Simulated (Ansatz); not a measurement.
`O[SiH]1CCO1` + `C1=CN1` → `C1C[SiH2]O1` + `OC1=CN1`  (formal exchange of groups at the Si–O bond)

Program: Ansatz. Geometries: PBE0-D4/def2-TZVP. ΔE: electronic, gas phase. CCSD(T)/CBS adds triple-zeta CCSD(T) − MP2 to the extrapolated MP2 energy (def2 sets, frozen cores). Functionals use def2-TZVPP. B3LYP here is the variant with VWN-RPA as its local correlation; programs differ in this. One conformer a species, not always the lowest.

```
             level  ΔE (kJ/mol)  difference from CCSD(T)/CBS
            PBE-D4        152.8                        -30.6
         r2SCAN-D4        165.9                        -17.5
           PBE0-D4        160.5                        -22.9
          B3LYP-D4        167.0                        -16.4
           ωB97X-V        169.3                        -14.1
           ωB97M-V        174.2                         -9.2
            B2PLYP        173.7                         -9.7
               PBE        152.2                        -31.2
            r2SCAN        165.7                        -17.7
              PBE0        159.9                        -23.5
             B3LYP        166.1                        -17.3
     HF/def2-TZVPP        178.8                         -4.6
    MP2/def2-TZVPP        183.2                         -0.2
SCS-MP2/def2-TZVPP        181.9                         -1.5
   CCSD/def2-TZVPP        181.2                         -2.2
CCSD(T)/def2-TZVPP        178.9                         -4.5
     HF/def2-QZVPP        179.9                         -3.5
    MP2/def2-QZVPP        186.1                          2.7
SCS-MP2/def2-QZVPP        185.0                          1.6
      HF/CBS(def2)        180.1                         -3.3
     MP2/CBS(def2)        187.6                          4.2
    CCSD/CBS(def2)        185.6                          2.2
       CCSD(T)/CBS        183.4                            0
```

Largest T1 diagnostic among the species: 0.014.

From PBE to PBE0 (25 % exact exchange), in def2-TZVPP and without D4, ΔE moves by +7.7 kJ/mol.
